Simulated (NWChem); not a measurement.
# SiH₂F₂; SMILES F[SiH2]F

Results from NWChem. The geometry was optimised at PBE-D3(BJ)/def2-SVP. Level PBE/def2-SVP: energy and gradient on several grids; changes count from the extra-fine grid, which is no exact limit either.

```
grid     size of the energy change (μHa)  largest change of a gradient component (μHa/bohr)
-------  -------------------------------  -------------------------------------------------
xcoarse                             2000                                               3000
coarse                              < 10                                                200
medium                              < 10                                                100
fine                                < 10                                               < 30
xfine                               < 10                                               < 30
```
